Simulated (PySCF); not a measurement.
Telling isomers of C8H8O2 apart by NMR

Calculated, not measured (PySCF 2.14.0 with density-fitted response routines): shielding tensors at PBE0/pcSseg-1 (GIAO), geometry: GFN2-xTB. One conformer, relativity neglected, fast rotation and ring inversion assumed for equivalent nuclei, no solvent.

Scale: ¹H and ¹³C vs TMS (reference shieldings calculated alike). Where no couplings were computed, multiplicities follow the n + 1 count of equivalent neighbours, and m marks all less simple cases (inequivalent or close neighbours, rings, F or P nearby). Acid and N–H amide carbonyl carbons lie up to 10 ppm further downfield in solution (hydrogen bonding). Shifts are as computed. Against solution values, carbons near 30 ppm lie about +3 ppm off and those near 130 ppm about +5 ppm. Of 1211 compounds with measured shifts, 218 miss one by over three times the rms of a fit or turn the order of signals round; such compounds aren't used in these exercises. OH and NH positions are gas-phase values without hydrogen bonding to other molecules.

(1) Tabulate the signals of `C=C=C(CC#CC)C(=O)O`, `CC#CC#CC(=O)OCC`, `C=C1C=C/C1=C/OC(C)=O`, `C=C=C(C#CC)CC(=O)O` and their relative energies.

(2) What is the quickest way to tell C=C1C=C/C1=C/OC(C)=O from C=C=C(C#CC)CC(=O)O?

(3) What is the quickest way to tell C=C=C(CC#CC)C(=O)O from C=C=C(C#CC)CC(=O)O?

(4) What is the quickest way to tell C=C=C(CC#CC)C(=O)O from C=C1C=C/C1=C/OC(C)=O?

## Answers

(1) 
| SMILES | carbon types | δC | δH | E rel. (kcal/mol) |
| --- | --- | --- | --- | --- |
| C=C=C(CC#CC)C(=O)O | 5×C 2×CH2 1×CH3 | 230.9, 171.7, 100.7, 84.5, 83.7, 82.5, 22.3, 4.8 | 6.16 (br s, 1H), 5.39 (s, 2H), 3.26 (s, 2H), 1.94 (s, 3H) | 10.8 |
| CC#CC#CC(=O)OCC | 5×C 1×CH2 2×CH3 | 159.8, 90.2, 79.5, 71.7, 70.6, 63.2, 16.5, 5.6 | 4.42 (q, 2H), 2.23 (s, 3H), 1.30 (t, 3H) | 17.7 |
| C=C1C=C/C1=C/OC(C)=O | 3×C 3×CH 1×CH2 1×CH3 | 172.4, 152.7, 151.1, 150.5, 133.1, 128.1, 105.7, 23.2 | 7.65 (s, 1H), 7.07 (d, 1H), 6.90 (d, 1H), 5.34 (br s, 1H), 5.15 (br s, 1H), 2.20 (s, 3H) | 0.0 |
| C=C=C(C#CC)CC(=O)O | 5×C 2×CH2 1×CH3 | 231.6, 175.4, 102.4, 90.6, 80.9, 78.7, 43.9, 6.0 | 6.00 (br s, 1H), 5.29 (s, 2H), 2.95 (s, 2H), 2.23 (s, 3H) | 11.7 |

Energies are electronic energies at PBE0/pcSseg-1 on these geometries, without zero-point or thermal terms, each for the one conformer computed, which needn't be the lowest.

(2) Both give the same number of carbon signals, but DEPT or the intensities differ. The first has an alkene CH at 151.1 ppm, the second an sp3 CH2 α to a carbonyl at 43.9 ppm. Their most deshielded carbons lie at 172.4 and 231.6 ppm. In the proton spectra the most deshielded non-exchanging signals are 7.65 (s, 1H) and 5.29 (s, 2H).

(3) Both give the same number of carbon signals, with the same numbers of each carbon type, so the positions decide. The first has an allylic sp3 CH2 at 22.3 ppm, the second an sp3 CH2 α to a carbonyl at 43.9 ppm. Their most deshielded carbons lie at 230.9 and 231.6 ppm.

(4) Both give the same number of carbon signals, but DEPT or the intensities differ. The first has an allylic sp3 CH2 at 22.3 ppm, the second an alkene CH at 151.1 ppm. Their most deshielded carbons lie at 230.9 and 172.4 ppm. In the proton spectra the most deshielded non-exchanging signals are 5.39 (s, 2H) and 7.65 (s, 1H).
